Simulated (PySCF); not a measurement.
Electric field gradients and quadrupole coupling constants

Compound: C7H14NP.
Cartesian coordinates in Å at the GFN2-xTB level; atoms count from 1:
```
atom  x, y, z in Å
C1     3.8841    0.0818   -0.5488
C2     2.5651    0.1857    0.0356
C3     1.4423    0.2727    0.4664
P4    -0.1104    0.4000    1.3189
N5    -0.4990    2.0449    1.0464
C6    -1.1857   -0.3854   -0.0305
C7    -2.6282   -0.3103    0.4646
C8    -1.0539    0.3272   -1.3726
C9    -0.7489   -1.8432   -0.1569
H10    4.5244    0.8759   -0.1643
H11    3.8271    0.1682   -1.6344
H12    4.3261   -0.8816   -0.2945
H13    0.0085    2.4758    0.2815
H14   -0.3983    2.6102    1.8800
H15   -2.9172    0.7268    0.6270
H16   -3.3083   -0.7504   -0.2639
H17   -2.7356   -0.8485    1.4054
H18   -0.0149    0.3480   -1.6986
H19   -1.6397   -0.1955   -2.1283
H20   -1.4240    1.3478   -1.3038
H21   -1.3976   -2.3775   -0.8499
H22   -0.7957   -2.3399    0.8117
H23    0.2752   -1.9056   -0.5217
```

Field gradients from the PBE0/pcSseg-1 density (PySCF, non-relativistic), principal values in atomic units, ordered |Vxx| ≤ |Vyy| ≤ |Vzz|:

```json
{"atom": "N5", "Vxx": "0.4761", "Vyy": "0.5080", "Vzz": "-0.9840"}
```

Find the asymmetry η = (Vxx − Vyy)/Vzz and the couplings χ = eQV/h (234.96 MHz × Q in barn × V in au), with Q(14N) = 0.02044 b.

| atom | environment | nucleus | η | χzz (MHz) | χxx (MHz) | χyy (MHz) |
| --- | --- | --- | --- | --- | --- | --- |
| N5 | nitrogen bonded to P and 2 H | 14N | 0.03 | -4.726 | 2.286 | 2.440 |

The gradient is axial or nearly so (η below 0.05) at N5. 

What is Vzz at N5 in SI units (1 au = 9.71736 × 10²¹ V/m²)?

-0.9840 au = -9.562 × 10²¹ V/m².

And the gradient at the other heavy atoms, for which no coupling is worked out here?

```
atom                     environment  Vzz (au)     η
  C1              propargylic carbon     0.124  0.02
  C2                   alkyne carbon    -0.308  0.32
  C3                   alkyne carbon    -0.262  0.11
  P4     three-coordinate phosphorus    -1.604  0.42
  C6  sp3 carbon bound to phosphorus     0.060  0.21
  C7                   methyl carbon     0.069  0.46
  C8                   methyl carbon     0.069  0.34
  C9                   methyl carbon     0.065  0.41
```

Were the hydrogens deuterons (Q(2H) = 0.00286 b), χzz would run from 206 kHz (H11, H12 and H10) to 275 kHz (H14).

One conformer (not necessarily the lowest) at the GFN2-xTB geometry, without solvent, vibrations or thermal averaging. GFN2-xTB frequencies show an imaginary mode (32i cm⁻¹), so this geometry is no minimum at that level. GFN2-xTB bond lengths can be off by several hundredths of an ångström, more for odd bonds, and the gradients follow them. The small basis limits the accuracy of the gradients.
